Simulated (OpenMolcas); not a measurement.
Co2+: the spin-orbit constant, worked from levels

```yaml
Program: OpenMolcas 26.06
Basis: ANO-RCC-VTZP [6s5p3d2f1g]
Scalar_Hamiltonian: DKH2, point nucleus
Active_space: 7 electrons in 6 orbitals (3d 4s)
State_averaging: 2S+1 = 6 even, 5 roots; 2S+1 = 4 even, 60 roots (50 in the spin-orbit step); 2S+1 = 2 even, 110 roots
Spin-orbit_coupling: RASSI with atomic mean-field integrals over the reference wave functions, term energies averaged over their components
```

Methods: CASSCF; MS-CASPT2, IPEA 0.25 Eh, imaginary shift 0.1 Eh (closed shells correlated: 3s 3p). Measured levels: Sugar and Corliss, J. Phys. Chem. Ref. Data 10, 1097 (1981).

**The spin-orbit constant.** For the Hund term ⁴F of d7, E(J) = (A/2) J(J+1) + constant and ζ = -2S·A = -3A. From J = 3/2 to J = 9/2 the energy changes by 10.5 A.

```json
{"Source": "CASSCF", "E(9/2) - E(3/2)": "-2093.5", "A": "-199.4", "ζ": "598"}
{"Source": "MS-CASPT2", "E(9/2) - E(3/2)": "-2082.5", "A": "-198.3", "ζ": "595"}
{"Source": "measured", "E(9/2) - E(3/2)": "-1866.8", "A": "-177.8", "ζ": "533"}
```

All in cm-1. MS-CASPT2 is off by +11.6 % and CASSCF by +12.1 %. Both methods take the spin-orbit matrix elements from the reference wave functions, so the second can move ζ only through the term energies and any multistate remixing. Second-order mixing with other terms is absorbed into this ζ.

Term energies are means over components that CASPT2 splits; among the terms shown or strongly mixed into the levels shown the widest spread is 1600 cm-1 (3d⁷ ⁴F, MS-CASPT2). Some high roots are left out of the spin-orbit mixing, which shifts the levels that they would mix with. Without dynamic correlation excited terms often stand tens of per cent too high (terms of higher spin than the ground term too low), and those without a measured partner can miss by more than the paired ones (holds for CASSCF). Blocks of more than 70 roots (2S+1 = 2 even) ran without multistate coupling (holds for MS-CASPT2). Computed and measured levels are paired by configuration, term and J; levels that our copy of the source lacks, or whose pairing is in doubt (as where it misses far off the trend of its configuration), stay unpaired and out of the deviations. Only configurations of the active space appear.
